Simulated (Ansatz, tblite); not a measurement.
Removing and adding an electron: the cluster VO₃. Total charge 0; doublet. Geometry: PBE0-D4/def2-TZVP. Ansatz, gas phase; energy differences of separate SCF runs; the oxidised species is a triplet (the singlet lies 0.09 eV higher at PBE0-D4/def2-TZVP); the reduced species is a triplet (the singlet lies 1.12 eV higher at PBE0-D4/def2-TZVPD).

Cartesian coordinates in Å:
```
V -0.535 -0.008 0.343
O 0.662 -1.033 -0.502
O -1.373 1.175 -0.273
O 1.247 -0.134 0.433
```

The xTB rows come from tblite. The structure holds one bond between oxygen atoms, so isomers without such links may lie far lower. At PBE0-D4/def2-TZVP a singlet of charge 1 lies 0.25 eV below the triplet, each at its own geometry. The structure comes from a short search, and lower isomers may exist.

```json
{"level": "GFN1-xTB", "−HOMO (eV)": "–", "vertical IE (eV)": "–", "−LUMO (eV)": "–", "vertical EA (eV)": "8.49", "HOMO–LUMO gap (eV)": "–", "IE − EA (eV)": "–", "remarks": "–"}
{"level": "GFN2-xTB", "−HOMO (eV)": "–", "vertical IE (eV)": "17.08", "−LUMO (eV)": "–", "vertical EA (eV)": "7.05", "HOMO–LUMO gap (eV)": "–", "IE − EA (eV)": "10.03", "remarks": "–"}
{"level": "r2SCAN-D4/def2-TZVP", "−HOMO (eV)": "6.26", "vertical IE (eV)": "9.72", "−LUMO (eV)": "4.06", "vertical EA (eV)": "–", "HOMO–LUMO gap (eV)": "2.21", "IE − EA (eV)": "–", "remarks": "–"}
{"level": "r2SCAN-D4/def2-TZVPD", "−HOMO (eV)": "6.31", "vertical IE (eV)": "–", "−LUMO (eV)": "4.11", "vertical EA (eV)": "1.64", "HOMO–LUMO gap (eV)": "2.20", "IE − EA (eV)": "–", "remarks": "HOMO above zero (-1 triplet)"}
```

(1) Estimate the rows for PBE-D4/def2-TZVP, PBE-D4/def2-TZVPD, PBE0-D4/def2-TZVP, PBE0-D4/def2-TZVPD.

## Answers

(1) 
```json
{"level": "PBE-D4/def2-TZVP", "−HOMO (eV)": "6.04", "vertical IE (eV)": "9.73", "−LUMO (eV)": "4.12", "vertical EA (eV)": "–", "HOMO–LUMO gap (eV)": "1.92", "IE − EA (eV)": "–", "remarks": "lower spin may lie lower (+1 triplet)"}
{"level": "PBE-D4/def2-TZVPD", "−HOMO (eV)": "6.12", "vertical IE (eV)": "–", "−LUMO (eV)": "4.21", "vertical EA (eV)": "1.52", "HOMO–LUMO gap (eV)": "1.91", "IE − EA (eV)": "–", "remarks": "HOMO above zero (-1 triplet)"}
{"level": "PBE0-D4/def2-TZVP", "−HOMO (eV)": "7.50", "vertical IE (eV)": "9.76", "−LUMO (eV)": "3.35", "vertical EA (eV)": "–", "HOMO–LUMO gap (eV)": "4.15", "IE − EA (eV)": "–", "remarks": "–"}
{"level": "PBE0-D4/def2-TZVPD", "−HOMO (eV)": "7.55", "vertical IE (eV)": "–", "−LUMO (eV)": "3.43", "vertical EA (eV)": "1.71", "HOMO–LUMO gap (eV)": "4.12", "IE − EA (eV)": "–", "remarks": "HOMO above zero (-1 triplet)"}
```

Run but left out: GFN1-xTB (tight binding far off the other levels).   A HOMO above zero means that the electron is unbound at that level or that self-interaction error raises the level; the energy of removing that electron tells which. HOMO and LUMO are the levels of the spin that leaves or enters (xTB has no such levels and no spin-polarisation term). Other spin states of the ions may lie lower, which would lower the ionisation energy or raise the affinity. Raw xTB energy differences between charge states are shifted by several eV; the methods need an empirical correction for them.
